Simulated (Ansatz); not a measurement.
A structure relaxed at PBE0-D4/def2-TZVP, charge 0, multiplicity 1:

Cartesian coordinates in Å:
```
O -1.164 0.855 -0.761
B 0.056 0.973 -0.190
O 0.796 -0.157 0.006
B 0.563 -1.417 0.413
F -0.479 -1.683 1.191
H -1.603 1.698 -0.887
H 0.525 2.034 0.107
H 1.307 -2.302 0.121
```

(1) Give its formula and SMILES.

(2) Summarise the bond lengths by kind.

## Answers

(1) B2FH3O2, `OBOBF`.

(2) 3 × B–O 1.345 to 1.365 Å; 1 × H–O 0.959 Å; 2 × B–H 1.193 to 1.197 Å; 1 × B–F 1.327 Å.

Computed with Ansatz.
